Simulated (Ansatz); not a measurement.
One change: `BC#N` becomes `N#CBF`.

Ansatz, PBE0-D4/def2-TZVP geometries, multiplicity 1. 

```json
{"property": "LUMO energy (ωB97M-V/def2-TZVPP) / eV", "`BC#N`": "-1.27"}
{"property": "HOMO energy (B3LYP/def2-TZVPP) / eV", "`BC#N`": "-9.52"}
{"property": "LUMO energy (B3LYP/def2-TZVPP) / eV", "`BC#N`": "-3.57"}
{"property": "HOMO–LUMO gap (PBE/def2-TZVPP) / eV", "`BC#N`": "4.03"}
{"property": "size of the dipole moment (PBE/def2-TZVPP) / D", "`BC#N`": "2.57"}
{"property": "ideal-gas entropy at 298 K and 1 bar (rigid rotor, harmonic PBE0-D4/def2-TZVP) / J/(mol·K)", "`BC#N`": "247"}
```

(1) Give the same properties after the change, and the shifts. (An estimate is asked.)

Answers

(1) Computed: 
```csv
property,`N#CBF`,shift
LUMO energy (ωB97M-V/def2-TZVPP) / eV,-0.61,0.66
HOMO energy (B3LYP/def2-TZVPP) / eV,-10.10,-0.58
LUMO energy (B3LYP/def2-TZVPP) / eV,-3.01,0.56
HOMO–LUMO gap (PBE/def2-TZVPP) / eV,5.06,1.03
size of the dipole moment (PBE/def2-TZVPP) / D,2.32,-0.25
"ideal-gas entropy at 298 K and 1 bar (rigid rotor, harmonic PBE0-D4/def2-TZVP) / J/(mol·K)",276,29
```

With PBE0 the HOMO falls by 0.61 eV and the LUMO rises by 0.58 eV, so the gap widens by about 1.19 eV. PBE moves the HOMO by -0.42 eV and ωB97M-V by -0.65 eV. Dipoles are sizes alone; their direction can turn.

B3LYP here is the variant with VWN-RPA as its local correlation; programs differ in this.
